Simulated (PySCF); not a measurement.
Cr⁷⁺ (chromium, charge +7): UHF calculation

Configuration: [Ne] 3s2 3p5, 2P determinant. All numbers are calculated (PySCF 2.14, the spin-free X2C one-electron Hamiltonian (Gaussian nucleus), in an even-tempered Gaussian basis (20 s from 0.25 bohr⁻², ratio 2.5; 13 p from 0.33 bohr⁻², ratio 2.5; 5 d from 3.3 bohr⁻², ratio 2.7; 5 f from 4.9 bohr⁻², ratio 2.7)).

```
Total energy                                                  : -1034.367558 hartree
One-electron energy                                           : -1332.4290 hartree
Hartree (Coulomb) energy                                      : 342.0201 hartree
Exchange energy                                               : -43.9587 hartree
⟨S²⟩                                                          : 0.7531
⟨L²⟩                                                          : 2.010
Sum of ⟨r⟩                                                    : 8.190 bohr
Sum of ⟨r²⟩                                                   : 6.488 bohr²
Traceless quadrupole moment −½Σ⟨3z² − r²⟩ along its main axis : 0.337 e·bohr²
```

| shell | electrons | mean orbital energy (eV) | spread (eV) | rms radius, mean of both spins (bohr) |
| --- | --- | --- | --- | --- |
| 1s α | 1 | -6192.3 | 0 | 0.0734 |
| 1s β | 1 | -6191.2 | 0 | 0.0734 |
| 2s α | 1 | -874.64 | 0 | 0.315 |
| 2s β | 1 | -873.79 | 0 | 0.315 |
| 2p α | 3 | -756.02 | 1.897 | 0.286 |
| 2p β | 3 | -754.42 | 1.556 | 0.286 |
| 3s α | 1 | -225.05 | 0 | 0.887 |
| 3s β | 1 | -218.49 | 0 | 0.887 |
| 3p α | 3 | -186.95 | 4.002 | 0.918 |
| 3p β | 2 | -184.13 | 0 | 0.918 |

Densities and radii are taken from the X2C orbitals without a picture-change correction, which distorts them close to the nucleus.

Spin-orbit constants ζ (cm⁻¹) from the X2C one-electron operator on these orbitals: bare nucleus, nucleus screened by l(l+1)(2l+1)/3 electrons, and screened by the Breit-Pauli mean field of the electrons.

```
shell   bare  screened nucleus  mean field
   2p  49690             45550       43670
   3p   7247              6644        6345
```

To first order the Landé constant is A = -6345 cm⁻¹, so the lowest level has J = 3/2 and lies 0.393 eV below the centre of the term.
